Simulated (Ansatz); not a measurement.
Si5Mo2⁺. The state is a doublet with charge 1. Geometry r2SCAN-D4/def2-SVP; atoms count from 1.

Cartesian coordinates in Å:
```
Mo 0.8093 -0.2311 -1.5759
Mo -0.3681 -1.9813 -1.0527
Si 0.7737 -1.1807 0.9184
Si 0.9826 1.2921 0.3885
Si -0.8268 1.5578 -1.3840
Si -0.0882 0.5661 2.3763
Si -1.2826 -0.0229 0.3294
```

In the def2 sets Mo takes a core potential; there is no spin–orbit coupling. The charge 1 doublet is spin-contaminated (final ⟨S²⟩ up to 0.95, 0.75 for a pure state). No other spin state of charge 1 was run. The structure comes from a short search, and lower isomers may exist.

Problem. Estimate the Mulliken populations from the PBE0/def2-TZVP orbitals of Ansatz.

Solution. 
```csv
atom,charge (e),spin (α − β),d electrons
Mo1,0.37,-0.69,4.76
Mo2,0.36,1.55,4.78
Si3,-0.01,-0.14,–
Si4,0.06,0.11,–
Si5,0.06,0.22,–
Si6,0.11,-0.03,–
Si7,0.05,-0.03,–
```
Mulliken values and Mayer orders depend strongly on the basis.

Problem. Where does the spin sit?

Solution. Summed by element: Mo 0.86, Si 0.14, of 1 unpaired in all. Largest on single atoms: Mo2 1.55, Mo1 -0.69, Si5 0.22.

Problem. And the Mayer bond orders between bonded heavy atoms (over 0.3)?

Solution. Mo1–Mo2 2.67 (2.17 Å); Mo1–Si3 0.57 (2.67 Å); Mo1–Si4 0.90 (2.49 Å); Mo1–Si5 1.23 (2.43 Å); Mo1–Si7 0.36 (2.84 Å); Mo2–Si3 1.10 (2.41 Å); Mo2–Si7 0.83 (2.57 Å); Si3–Si4 0.51 (2.54 Å); Si3–Si6 0.74 (2.43 Å); Si3–Si7 0.46 (2.43 Å); Si4–Si5 0.56 (2.55 Å); Si4–Si6 0.83 (2.37 Å); Si4–Si7 0.43 (2.62 Å); Si5–Si7 0.79 (2.38 Å); Si6–Si7 0.73 (2.44 Å).
